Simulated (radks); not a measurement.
Fractional charge and spin in the 3p shell of potassium: the spin-up occupation runs from 2 to 3 and the spin-down occupation from 1 to 2; the fullest corner is K2+, [Ne] 3s2 3p(up 3, down 2). All-electron calculation, scalar-relativistic Kohn-Sham, PBE, spin-polarised, spherical densities, point nucleus. Program: a radial shooting solver on a logarithmic mesh with Libxc functionals. Energy (eV) above the fullest corner. The planes named below are the two flat planes that join the four corners, with an edge along up + down = one added electron.

| down \ up | 2 | 2.25 | 2.5 | 2.75 | 3 |
|---|---|---|---|---|---|
| 1 | 109.815 | 92.283 | 75.776 | 60.282 | 45.789 |
| 1.25 | 92.677 | 76.251 | 60.833 | 46.409 | 32.968 |
| 1.5 | 76.535 | 61.197 | 46.850 | 33.478 | 21.070 |
| 1.75 | 61.379 | 47.113 | 33.817 | 21.479 | 10.085 |
| 2 | 47.200 | 33.986 | 21.724 | 10.400 | 0.000 |

Corners above the fullest one (they belong to K3+ and the next ion): (up 3, down 1) 45.789 eV, (up 2, down 2) 47.200 eV, (up 2, down 1) 109.82 eV. With half an added electron in each spin the energy lies 0.355 eV from the planes, and with half an added electron in spin up alone -2.026 eV. The planes are only a guide here: the flat-plane condition holds for ground states with one frontier orbital, while this shell is degenerate and averaged over m.
